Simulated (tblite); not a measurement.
Species: C5H8NO (doublet state).
Z-matrix (Å and degrees, GFN2-xTB geometry), rows numbered from 1:
```
C 
C   1  1.4193
O   2  1.2260  1  125.08
N   2  1.3871  1  113.96  3  -179.95
C   4  1.4117  2  121.98  1  -179.75
C   5  1.5036  4  120.13  2  -146.46
C   6  1.4991  5   60.13  4  -109.59
H   1  1.0741  2  122.27  3  -179.26
H   1  1.0732  2  118.83  3     0.43
H   4  1.0075  2  119.89  1    -0.62
H   5  1.0828  4  110.21  2    -1.57
H   6  1.0785  5  118.01  7  -108.98
H   6  1.0799  5  117.87  7   107.92
H   7  1.0798  5  117.95  6  -107.90
H   7  1.0783  5  117.95  6   108.90
```

All values are computed: GFN2-xTB (tblite) harmonic vibrations without scaling, gas phase. Against measured fundamentals such values can be off by several per cent, at times by over 20. One conformer, not necessarily the lowest. Open shells enter through the occupations alone, without spin polarisation, and single modes of such species can be off by tens of per cent.

Harmonic wavenumbers (cm⁻¹): 53.9, 95.8, 169.4, 336.3, 344.7, 380.6, 401.1, 416.4, 564.5, 610.2, 694.0, 789.9, 849.8, 861.3, 930.7, 946.9, 994.3, 1051.6, 1056.3, 1062.2, 1078.2, 1147.5, 1154.0, 1202.0, 1223.0, 1292.4, 1376.5, 1406.3, 1429.7, 1476.5, 1609.8, 3064.1, 3087.9, 3090.4, 3102.6, 3117.8, 3119.8, 3180.1, 3456.1.

A = 7010, B = 1514, C = 1381 MHz; mass 98.061 u (most abundant isotopes); point group Cs, symmetry number 1; spin multiplicity 2.

Task: What is the zero-point energy?

Result: ½Σν̃ = 26112 cm⁻¹ = 74.66 kcal/mol.

Task: Give the ideal-gas entropy at 298.15 K and 1 bar in the rigid-rotor, harmonic-oscillator model (classical rotation).

Result: Translation 39.69, rotation 27.49, vibration 18.69, spin (R ln 2) 1.38: S = 87.2 cal/(mol K).

Task: And Cp and H(298.15 K) − H(0)?

Result: Cp = 30.12 cal/(mol K), of which vibrations give 22.17 (their classical limit is 39 R = 77.5); H(298.15 K) − H(0) = 5.43 kcal/mol without the zero-point energy, 3.06 from vibrations.

Task: Blend soft modes into free rotors: weight 1/[1 + (100 cm⁻¹/ν̃)⁴] for the oscillator and the rest for a rotor with moment μB/(μ + B), μ = h/(8π²ν), B = 10⁻⁴⁴ kg m². What vibrational entropy results?

Result: 17.23 cal/(mol K) in place of 18.69, which changes −T·S at 298.15 K by +0.43 kcal/mol.

Task: How do the functions run with temperature in this model?

Result: 
| T (K) | S (cal/(mol K)) | Cp (cal/(mol K)) | H − H(0) (kcal/mol) | G − H(0) (kcal/mol) | ln q(vib) |
| --- | --- | --- | --- | --- | --- |
| 100 | 64.9 | 14.2 | 1.09 | -5.40 | 1.02 |
| 200 | 77.0 | 21.8 | 2.88 | -12.51 | 2.59 |
| 300 | 87.4 | 30.3 | 5.48 | -20.74 | 4.27 |
| 500 | 106.6 | 45.2 | 13.12 | -40.18 | 7.87 |
| 800 | 131.1 | 58.8 | 28.92 | -75.96 | 13.34 |
| 1000 | 144.9 | 64.5 | 41.28 | -103.59 | 16.79 |

q(vib) and H(0) count from the zero-point level.

Task: Which modes carry the vibrational entropy at 298.15 K?

Result: 53.9 cm⁻¹: 4.67; 95.8 cm⁻¹: 3.54; 169.4 cm⁻¹: 2.44; 336.3 cm⁻¹: 1.23; 344.7 cm⁻¹: 1.19; 380.6 cm⁻¹: 1.04 cal/(mol K); the other 33 give 4.58 together.

Task: What must be added to the electronic energy to get the Gibbs energy at 298.15 K and 1 bar?

Result: ZPE + [H(298.15 K) − H(0)] − T·S = 74.66 + 5.43 − 26.01 = 54.08 kcal/mol.

Hindered rotation and anharmonicity are outside this model. Other conformers, if any are populated, would add a mixing term that is left out.
